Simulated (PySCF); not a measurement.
## Substituent chemical shifts

Parent skeleton `[F:1][CH2:2][CH:3]1[CH2:4][CH:5]([F:6])[O:7]1`; one hydrogen on atom 4 is replaced by X. Hydrogens on one atom are averaged.

All values are calculated (PySCF 2.14.0 with density-fitted response routines): geometry: GFN2-xTB, NMR shieldings at PBE0/pcSseg-1/GIAO. A single conformation, gas phase, non-relativistic Hamiltonian.

Referencing at the same level of theory: CFCl3 for ¹⁹F (σref 170.95); ¹³C (σref 186.93), ¹H (σref 31.72) against TMS; H2O for ¹⁷O (σref 336.08).

Parent (X = H): F1 -266.8, C2 89.6, C3 76.9, C4 38.6, C5 116.3, F6 -119.6, O7 111.1, H(C2) 4.86, H(C3) 5.07 ppm. Effects are Δδ = δ(X) − δ(H), positive for deshielding.

Known members:
```csv
X,F1,C2,C3,C4,C5,F6,O7,H(C2),H(C3)
CH2Cl,+5.0,-3.3,+9.4,+6.6,-1.9,-25.3,+0.6,+0.07,-0.46
nPr,-1.3,-4.8,+1.7,+10.7,+5.4,+1.8,-10.8,+0.05,+0.06
vinyl,-1.1,-4.9,+6.8,+10.1,+0.9,-14.7,-3.1,+0.03,-0.22
CH2OH,-1.0,-4.2,-0.1,+13.9,+3.7,-0.3,-11.0,-0.01,+0.10
```

Four more derivatives gave (Δδ, ppm):
| compound | F1 | C2 | C3 | C4 | C5 | F6 | O7 | H(C2) | H(C3) |
| --- | --- | --- | --- | --- | --- | --- | --- | --- | --- |
| 1 | -3.3 | -0.7 | +8.3 | +11.3 | +4.1 | +5.0 | -14.1 | +0.09 | -0.82 |
| 2 | +5.3 | -4.7 | +6.6 | +14.1 | +0.9 | -15.1 | -3.0 | +0.22 | -0.29 |
| 3 | +4.3 | -4.5 | +8.3 | +15.2 | -2.5 | -26.1 | -3.2 | +0.08 | -0.49 |
| 4 | +5.8 | -4.0 | +4.1 | +8.0 | -3.0 | -22.8 | +2.5 | +0.07 | -0.31 |

Their substituents are CH2SiH3, CHCl2, CHF2, cPr. Which is which?

## Answers

1: X = CH2SiH3 (FC[C@@H]1O[C@H](F)[C@H]1C[SiH3]); 2: X = cPr (FC[C@@H]1O[C@H](F)[C@@H]1C1CC1); 3: X = CHCl2 (FC[C@@H]1O[C@@H](F)[C@H]1C(Cl)Cl); 4: X = CHF2 (FC[C@@H]1O[C@@H](F)[C@H]1C(F)F).

Unscaled 19F shifts against computed CFCl3 carry errors that often reach 10 to 50 ppm. Experimental scales use liquid or dissolved standards, which lie at an offset from isolated H2O (liquid H2O: subtract about 36 ppm).
